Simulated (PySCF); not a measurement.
# Yb (ytterbium, neutral) across methods

[Xe] 4f13 6s2 6p1, one real determinant (an excited configuration). Computed with PySCF 2.14 in cc-pVDZ-X2C (8s7p5d3f1g, 84 functions), with the spin-free X2C one-electron Hamiltonian (Gaussian nucleus).

| method | E (hartree) | mean ε 6s α (eV) | mean ε 6s β (eV) | mean ε 6p α (eV) | Σ⟨r²⟩ (bohr²) | ⟨S²⟩ |
| --- | --- | --- | --- | --- | --- | --- |
| r2SCAN | -14059.47 | -5.989 | -5.758 | -2.762 | 86.37 | 2.263 |
| revPBE | -14059.75 | -5.926 | -5.594 | -2.621 | 86.57 | 2.117 |
| M06-L | -14059.09 | -6.060 | -5.674 | -2.474 | 86.58 | 2.015 |
| BLYP | -14060.26 | -5.830 | -5.569 | -2.319 | 86.84 | 2.055 |
| PBE0 | -14059.13 | -6.740 | -6.260 | -3.216 | 86.76 | 2.111 |
| UHF | -14054.42109 | -8.362 | -7.250 | -4.677 | 88.98 | 2.277 |
| PBE | -14059.35 | -6.003 | -5.665 | -2.614 | 86.57 | 2.085 |

(1) Estimate the same row for LDA.

⟨L²⟩ = 14.17 against 20 for a pure G term, so this real determinant mixes terms. Spin-orbit coupling, absent here, splits the open shell strongly.

Answers

(1) E (hartree) = -14049.95; mean ε 6s α (eV) = -6.202; mean ε 6s β (eV) = -5.852; mean ε 6p α (eV) = -2.554; Σ⟨r²⟩ (bohr²) = 86.41; ⟨S²⟩ = 2.034.
